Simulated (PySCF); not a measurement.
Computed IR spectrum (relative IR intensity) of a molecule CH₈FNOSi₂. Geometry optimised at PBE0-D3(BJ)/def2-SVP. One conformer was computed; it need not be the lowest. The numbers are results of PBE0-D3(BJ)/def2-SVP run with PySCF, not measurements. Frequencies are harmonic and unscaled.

Lines under 2 % of the strongest are left out, and lines within 2 cm⁻¹ are merged.

ν (cm⁻¹): 126 (w), 159 (m), 172 (vw), 186 (w), 215 (vw), 259 (w), 311 (w), 338 (w), 405 (s), 450 (vw), 626 (m), 671 (w), 719 (vw), 742 (m), 786 (m), 811 (s), 841 (vs), 883 (w), 890 (m), 908 (w), 917 (m), 943 (s), 1259 (w), 1423 (vw), 1545 (m), 2224 (vs), 3613 (w), 3715 (w), 3938 (m) (against the strongest line: vs over 80 %, s over 45 %, m over 15 %, w over 4 %, vw less)

**Question.** Which structure fits?
A) C[Si@@H](O)[Si@H](N)F
B) N[C@@H]([SiH2]O)[SiH2]F
C) C[Si@](N)(F)[SiH2]O
D) CO[SiH2][Si@@H](N)F

**Answer.** A, C[Si@@H](O)[Si@H](N)F
